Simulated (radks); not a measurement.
The numbers below are computed, except where a source is named.
Problem. Mn+, 24 electrons, occupied as [Ar] 3d5 4s1 (the NIST ground configuration). Level of theory: Dirac Kohn-Sham, BLYP, spin-unpolarised, spherical densities, finite nucleus; open shells are shared between the two j in proportion to 2j + 1; Fermi nuclear charge, rms radius 3.7057 fm (a radial shooting solver on a logarithmic mesh with Libxc functionals). Some entries of the table are withheld. Estimate them.

| orbital | occ. | eigenvalue (hartree) | r(max) (bohr) |
|---|---|---|---|
| 1s1/2 | 2 | -236.6200 | (1) |
| 2s1/2 | 2 | -27.63362 | 0.2326 |
| 2p1/2 | 2 | -23.71866 | 0.1866 |
| 2p3/2 | 4 | -23.33489 | 0.1890 |
| 3s1/2 | 2 | -3.44912 | (2) |
| 3p1/2 | 2 | -2.33432 | (3) |
| 3p3/2 | 4 | -2.28745 | (4) |
| 3d3/2 | 2 | (5) | 0.7580 |
| 3d5/2 | 3 | (6) | 0.7606 |
| 4s1/2 | 1 | (7) | 2.371 |

Solution. 
(1) 1s1/2 r(max) (bohr): 0.03986
(2) 3s1/2 r(max) (bohr): 0.7358
(3) 3p1/2 r(max) (bohr): 0.7467
(4) 3p3/2 r(max) (bohr): 0.7537
(5) 3d3/2 eigenvalue (hartree): -0.54867
(6) 3d5/2 eigenvalue (hartree): -0.54424
(7) 4s1/2 eigenvalue (hartree): -0.43904
